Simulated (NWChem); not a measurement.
All runs are NWChem calculations. System: CH₃ClGe, charge 0, spin multiplicity 1, at a geometry optimised with PBE/def2-SVP. The structure started from a generated list of species. Level: G0W0@PBE0/def2-SVP, RI basis def2-svp-rifit.

Input file:

```
start mol
memory heap 200 mb stack 700 mb global 1700 mb
geometry units angstroms nocenter noautoz noautosym
  Ge     0.187097     0.119229     0.663418
  Cl    -1.023317    -0.943020    -0.876148
  C      1.206272     1.284544    -0.617113
  H      1.936127     1.929281    -0.086707
  H      0.496089     1.924091    -1.184209
  H      1.739434     0.655362    -1.361275
end
basis spherical
  * library def2-svp
end
basis "ri basis" bse spherical
  * library def2-svp-rifit
end
dft
  xc pbe0
  iterations 100
  direct
  tolerances tight
end
task dft energy
gw
  states alpha occ 4 vir 2
end
task dft gw
```

Part of the output:

```
             Northwest Computational Chemistry Package (NWChem) 7.3.0
             --------------------------------------------------------

                                NWChem Input Module
                                -------------------

 Scaling coordinates for geometry "geometry" by  1.889725989
 (inverse scale =  0.529177249)

                             Geometry "geometry" -> ""
                             -------------------------

 Output coordinates in angstroms (scale by  1.889725989 to convert to a.u.)

  No.       Tag          Charge          X              Y              Z
 ---- ---------------- ---------- -------------- -------------- --------------
    1 Ge                  32.0000     0.18709700     0.11922900     0.66341800
    2 Cl                  17.0000    -1.02331700    -0.94302000    -0.87614800
    3 C                    6.0000     1.20627200     1.28454400    -0.61711300
    4 H                    1.0000     1.93612700     1.92928100    -0.08670700
    5 H                    1.0000     0.49608900     1.92409100    -1.18420900
    6 H                    1.0000     1.73943400     0.65536200    -1.36127500

 Effective nuclear repulsion energy (a.u.)     233.4502736575

            Nuclear Dipole moment (a.u.)
            ----------------------------
        X                 Y               Z
 ---------------- ---------------- ----------------
    -0.0000056692    -0.0000264562    -0.0000170075


 Summary of "ao basis" -> "" (spherical)
 ------------------------------------------------------------------------------
       Tag                 Description            Shells   Functions and Types
 ---------------- ------------------------------  ------  ---------------------
 *                          def2-svp                  on all atoms

 new library libraries.bse/

 Summary of "ri basis" -> "" (spherical)
 ------------------------------------------------------------------------------
       Tag                 Description            Shells   Functions and Types
 ---------------- ------------------------------  ------  ---------------------
 *                       def2-svp-rifit               on all atoms

                                 NWChem DFT Module
                                 -----------------

 Summary of "ao basis" -> "ao basis" (spherical)
 ------------------------------------------------------------------------------
       Tag                 Description            Shells   Functions and Types
 ---------------- ------------------------------  ------  ---------------------
 Ge                         def2-svp                12       32   5s4p3d
 Cl                         def2-svp                 8       18   4s3p1d
 C                          def2-svp                 6       14   3s2p1d
 H                          def2-svp                 3        5   2s1p

 Summary of "ao basis" -> "ao basis" (spherical)
 ------------------------------------------------------------------------------
       Tag                 Description            Shells   Functions and Types
 ---------------- ------------------------------  ------  ---------------------
 Ge                         def2-svp                12       32   5s4p3d
 Cl                         def2-svp                 8       18   4s3p1d
 C                          def2-svp                 6       14   3s2p1d
 H                          def2-svp                 3        5   2s1p

            General Information
            -------------------
[...]
     4      0.380986  1 Ge s                 45     -0.327895  2 Cl pz
     5      0.306030  1 Ge s                 14      0.298142  1 Ge pz
    53     -0.234041  3 C  s                 17      0.230107  1 Ge pz
    42     -0.221754  2 Cl pz                 3     -0.217150  1 Ge s
    56     -0.213360  3 C  pz                55      0.170933  3 C  py

 Vector   30  Occ=0.000000D+00  E=-9.696947D-02
              MO Center=  1.4D-01,  8.6D-02,  5.5D-01, r^2= 3.1D+00
   Bfn.  Coefficient  Atom+Function         Bfn.  Coefficient  Atom+Function
  ----- ------------  ---------------      ----- ------------  ---------------
    15      0.473384  1 Ge px                16     -0.469505  1 Ge py
    12      0.333219  1 Ge px                13     -0.330520  1 Ge py
    43     -0.187772  2 Cl px                44      0.186139  2 Cl py
     9     -0.183349  1 Ge px                10      0.181888  1 Ge py
    71      0.139258  5 H  s                 76     -0.136757  6 H  s

 Vector   31  Occ=0.000000D+00  E= 7.806300D-03
              MO Center=  1.6D-01,  9.7D-02,  6.3D-01, r^2= 3.9D+00
   Bfn.  Coefficient  Atom+Function         Bfn.  Coefficient  Atom+Function
  ----- ------------  ---------------      ----- ------------  ---------------
    15      0.637087  1 Ge px                16      0.599542  1 Ge py
    53     -0.542336  3 C  s                 36      0.416825  2 Cl s
    45      0.406385  2 Cl pz                17      0.401848  1 Ge pz
     4     -0.353029  1 Ge s                 43      0.248255  2 Cl px
    12      0.244759  1 Ge px                13      0.223911  1 Ge py

 Vector   32  Occ=0.000000D+00  E= 6.021487D-02
              MO Center=  7.0D-01,  7.5D-01, -2.1D-01, r^2= 5.6D+00
   Bfn.  Coefficient  Atom+Function         Bfn.  Coefficient  Atom+Function
  ----- ------------  ---------------      ----- ------------  ---------------
    53      2.305718  3 C  s                 17      0.925322  1 Ge pz
     5     -0.863811  1 Ge s                 71     -0.697300  5 H  s
    66     -0.676634  4 H  s                 76     -0.665508  6 H  s
    16     -0.411438  1 Ge py                15     -0.309154  1 Ge px
    36      0.271096  2 Cl s                 43      0.215010  2 Cl px

 center of mass
 --------------
 x =  -0.04993086 y =  -0.06411441 z =   0.12726487

 moments of inertia (a.u.)
 ------------------
         451.367798897454        -213.380732454037        -102.374216869665
        -213.380732454037         465.418963292946         -79.084200931933
        -102.374216869665         -79.084200931933         440.588960731451

     Multipole analysis of the density
     ---------------------------------

     L   x y z        total         alpha         beta         nuclear
     -   - - -        -----         -----         ----         -------
     0   0 0 0     -0.000000    -29.000000    -29.000000     58.000000

     1   1 0 0      0.582182      0.291094      0.291094     -0.000006
     1   0 1 0      0.560483      0.280255      0.280255     -0.000026
     1   0 0 1      0.289017      0.144517      0.144517     -0.000017

     2   2 0 0    -27.002021    -75.410884    -75.410884    123.819746
     2   1 1 0     -1.494991    -58.323494    -58.323494    115.151998
     2   1 0 1     -0.422865    -20.966691    -20.966691     41.510517
     2   0 2 0    -26.962230    -72.987264    -72.987264    119.012298
     2   0 1 1     -0.089572    -15.191089    -15.191089     30.292606
     2   0 0 2    -28.776607    -72.742459    -72.742459    116.708310

 Task  times  cpu:        6.9s     wall:        6.9s

                                NWChem Input Module
                                -------------------

                                 NWChem GW Module
                                 ----------------

                             ***********************
                             ***        GW       ***
                             ***********************

 Summary of "ri basis" -> "ri basis" (spherical)
 ------------------------------------------------------------------------------
       Tag                 Description            Shells   Functions and Types
 ---------------- ------------------------------  ------  ---------------------
 Ge                      def2-svp-rifit             33      127   10s9p7d4f3g
 Cl                      def2-svp-rifit             20       62   8s5p5d2f
 C                       def2-svp-rifit             16       48   6s5p4d1f
 H                       def2-svp-rifit              6       14   3s2p1d

                 Memory Information
                 ------------------
          Available GA per process is          1700.0 MBs
          Available stack per process is        700.0 MBs
          Available heap per process is           0.0 MBs

          Peak memory in Initialization
              Peak GA per process is                  5.8 MBs
              Peak stack per process is               0.0 MBs
              Peak heap per process is                6.1 MBs
              Memory not in MA per process            0.0 MBs

          Peak memory in AFF Calculation
              Peak GA per process is                 24.2 MBs
              Peak stack per process is              16.0 MBs
              Peak heap per process is                0.0 MBs
              Memory not in MA per process           16.0 MBs

          Computing 2-center integrals
          Computing Inverse Cholesky factor
          Computing 3-center integrals
          Computing V_xc ...

          Computing Sigma_x
          Computing RPA polarizability
          Solving quasiparticle equations

                  Alpha Orbitals
          State     Energy (eV)     Error (eV)
          -----------------------------------
@GW        26        -11.191           0.003
@GW        27        -10.407           0.003
@GW        28        -10.373           0.004
@GW        29         -8.425           0.003
@GW        30         -0.125           0.002
@GW        31          2.870           0.002

   Applying  -1.6099 eV scissor-shift to rest of particle states

   Applying   2.5136 eV scissor-shift to rest of hole states

     GW Timing Statistics
   ------------------------
   Init.   :          0.1s
     ERIs  :          0.4s
     Distr.:          0.0s
     Vxc   :          0.8s
   Sigma_x :          0.0s
   RPA     :          0.6s
   Wmn     :          0.0s
   Sigma_c :          0.0s
   GW total:          1.9s

 Task  times  cpu:        1.9s     wall:        1.9s

 Total times  cpu:        8.9s     wall:        8.9s
```
